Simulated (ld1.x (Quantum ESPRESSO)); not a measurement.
## Ranking TM potentials for Si

All share these settings but for the change named:

- Element: silicon
- Generator: ld1.x (Quantum ESPRESSO) 7.5
- Type: norm-conserving Troullier–Martins (Kleinman–Bylander form)
- Functional: PBE
- Relativity: non-relativistic
- Frozen core: [Ne]
- Valence charge: 4
- Reference configuration: 3s2 3p2
- Partial waves: 3s (bound): rc 1.70 bohr; 3p (bound): rc 1.65 bohr
- Local potential: the p channel
- Core correction: a·sin(br)/r model core inside 0.95 bohr

Test errors are all-electron minus pseudo excitation energies from the reference, over 3s2 3p1; 3s2 3p0; 3s1 3p0; 3s1 3p3; 3s2 3p1.5; 3s0 3p4; 3s1 3p2. None of these files shows a bound ghost.

The base gives 39.3 meV.

Of 6 variants that were run, those that failed, showed a ghost or another fault, or gave nearly equal values are left out.

A variant can come out equal or close to the base, since the largest error may sit in a test that the change hardly touches while other tests move.

(1) Rank these variants by their largest absolute test error, smallest first.
A. wave 3s (bound): rc 1.70 bohr becomes 3s (bound): rc 2.52 bohr
B. wave 3s (bound): rc 1.70 bohr becomes 3s (bound): rc 1.78 bohr
C. wave 3s (bound): rc 1.70 bohr becomes 3s (bound): rc 2.04 bohr

## Answers

(1) C (34.1 meV), B (38.8 meV), A (85.7 meV).
